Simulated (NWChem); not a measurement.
System: hexafluoropropene (C3F6); SMILES FC(F)=C(F)C(F)(F)F

Here is an NWChem input.

```
start job
memory heap 200 mb stack 900 mb global 1100 mb
geometry units angstroms noautoz
  F     -0.461707    -2.579825     0.000321
  C      0.170027    -1.423453    -0.000490
  F      1.478208    -1.564639    -0.000657
  C     -0.485397    -0.242960    -0.001165
  F     -1.827837    -0.238759     0.000762
  C      0.126676     1.132485    -0.000096
  F     -0.245902     1.818156     1.103931
  F      1.471214     1.078713    -0.032671
  F     -0.299247     1.839444    -1.070383
end
basis spherical
  F library 6-31g*
  C library 6-31g*
end
dft
  xc b3lyp
  iterations 150
end
tddft
  nroots 6
  notriplet
end
task tddft energy
```

Coordinates come from a PBE-D3(BJ)/def2-SVP optimisation.

Vertical excitations in the gas phase.

Question: Predict the main results of this run. (B3LYP/6-31G* (spherical d), full TDDFT.) Quantities: lowest excitation, singlet (eV); oscillator strength of that lowest state; lowest state with f > 0.02, singlet (eV); oscillator strength of that bright state; orbital gap (eV).

Answer: 
```json
{
 "lowest excitation, singlet (eV)": "7.02",
 "oscillator_strength_of_that_lowest_state": "0.002",
 "lowest state with f > 0.02, singlet (eV)": "7.50",
 "oscillator_strength_of_that_bright_state": "0.383",
 "orbital gap (eV)": "7.06"
}
```
